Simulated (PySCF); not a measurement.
HIOSe, SMILES [Se](I)O.

Coordinates come from a PBE0-D3(BJ)/def2-TZVP optimisation. The def2 effective core potentials stand for the cores of I; spin–orbit coupling is left out. One conformer was computed; it need not be the lowest.

Level of theory: TDA-ωB97X/def2-SVPD (PySCF).

Vertical excitations. Gas-phase values at a fixed geometry.

```
state  energy (eV)  λ (nm)      f                              main pairs
-----  -----------  ------  -----  --------------------------------------
S1            2.69     460  0.001                          HOMO→LUMO 97 %
S2            3.93     316  0.002                        HOMO→LUMO+1 86 %
S3            4.15     299  0.000                        HOMO−1→LUMO 97 %
S4            4.79     259  0.001                        HOMO−2→LUMO 85 %
S5            5.78     214  0.082    HOMO−3→LUMO 46 %, HOMO−1→LUMO+1 43 %
S6            6.19     200  0.015  HOMO−3→LUMO+1 63 %, HOMO−2→LUMO+1 27 %
S7            6.26     198  0.004      HOMO→LUMO+2 60 %, HOMO→LUMO+3 28 %
S8            6.51     191  0.000  HOMO−2→LUMO+1 60 %, HOMO−3→LUMO+1 27 %
S9            6.84     181  0.451    HOMO−1→LUMO+1 43 %, HOMO−3→LUMO 27 %
S10           7.29     170  0.123      HOMO→LUMO+3 51 %, HOMO→LUMO+2 19 %
T1            2.03     612      0                          HOMO→LUMO 96 %
T2            3.16     393      0                        HOMO→LUMO+1 81 %
T3            3.51     353      0                        HOMO−1→LUMO 96 %
T4            4.13     300      0                        HOMO−2→LUMO 95 %
```
Triplets are in the Tamm–Dancoff approximation.
